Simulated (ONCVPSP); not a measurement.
## arsenic: one change to an ONCV potential, before and after

ONCVPSP 4.0.1 input, shortened (lines: element, Z, core and valence counts, functional; n l f; lmax; l rc ep ncon nbas qcut; lloc lpopt rc5 dvloc0; l nproj debl; icmod fcfact rcfact), PBEsol, non-relativistic:

```
  As 33.00    5    3  -116133      upf
    1    0    2.00
    2    0    2.00
    2    1    6.00
    3    0    2.00
    3    1    6.00
    3    2   10.00
    4    0    2.00
    4    1    3.00
    2
    0    1.65    0.00    4    7    3.70
    1    2.10    0.00    4    7    4.40
    2    0.75    0.00    3    8   18.20
    4    5    0.65    1.00
    0    2    2.90
    1    2    2.30
    2    2    3.30
    2    0.40    1.00
```

Change: p: qcut 6.8.

Cutoffs: the cutoffs (Ha) at which the residual kinetic energy of the hardest occupied pseudo-wave falls to 1 and 0.1 mHa per electron; they do not see the model core or the augmentation charge, which bear on the density cutoff. Errors are all-electron minus pseudo energies relative to the spin-unpolarised reference configuration.

Task: What does the change do?

Result: The potential gets neither clearly harder nor softer (144 Ha and 160 Ha → 144 Ha and 160 Ha); both files keep a bound ghost (s); of the 4 tests that both files solve, the error grows in 1 and shrinks in 3 by more than 15 % and 0.3 meV (median size 4.8 → 0.2 meV).

```csv
quantity,base,changed
"cutoff, loose",144 Ha,144 Ha
"cutoff, tight",160 Ha,160 Ha
loose cutoff by channel,"s 20 Ha, p 6.6 Ha, d 144 Ha","s 20 Ha, p 10 Ha, d 144 Ha"
bound ghosts,s,s
GHOST(+) flags under 300 eV,p at 23.4 eV,p at 20.6 eV
"error for 3d10 4s2 4p2, meV [ΔE 9.19 eV]",-0.5,-0.1
"error for 3d10 4s2 4p1, meV [ΔE 27.14 eV]",-4.3,-0.3
"error for 3d10 4s2 4p0, meV [ΔE 54.83 eV]",-18,0.0
"error for 3d10 4s0 4p5, meV [ΔE 18.06 eV]",+5.4,-8.5
s: phases at 1.67 bohr within 0.05 rad from the reference energy up to (Ha; the scan ends near 5),to the end of the scan,to the end of the scan
p: phases at 2.14 bohr within 0.05 rad from the reference energy up to (Ha; the scan ends near 5),0.8,0.7
d: phases at 0.76 bohr within 0.05 rad from the reference energy up to (Ha; the scan ends near 5),to the end of the scan,to the end of the scan
"rms error of d²Exc/dni dnj with the model core, mHa",3.42,3.43
```

 A true bound ghost makes a file unfit for plane-wave use even where its test errors are small: the radial tests pick states by their node count and pass the ghost by.
